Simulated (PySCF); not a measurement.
Al(H)2(SMe) (CH₅AlS), SMILES [AlH2][S]C.

The structure is a stationary point at PBE0-D3(BJ)/def2-TZVP.

Computed with C-PCM-ωB97X/def2-SVP (PySCF).

The values are the electrostatic part of the solvation free energy, E(continuum) − E(gas) at the gas-phase geometry, in a cavity of scaled van der Waals radii (PySCF's table); cavitation and dispersion terms are not included. A continuum can't describe solvent molecules that bind to the metal. In vacuum the orbital gap is 10.13 eV. The dipole moment in vacuum is 1.48 D.

Q: Estimate the values in water (ε = 78.36), chloroform (ε = 4.71), acetone (ε = 20.49). (Estimate from the structure and the level; the computed values follow.)

A: 
```tsv
solvent	ε	ΔG(elec) (kcal/mol)	dipole (D)	gap (eV)
water	78.36	-4.9	1.95	10.54
chloroform	4.71	-3.8	1.83	10.45
acetone	20.49	-4.7	1.92	10.53
```
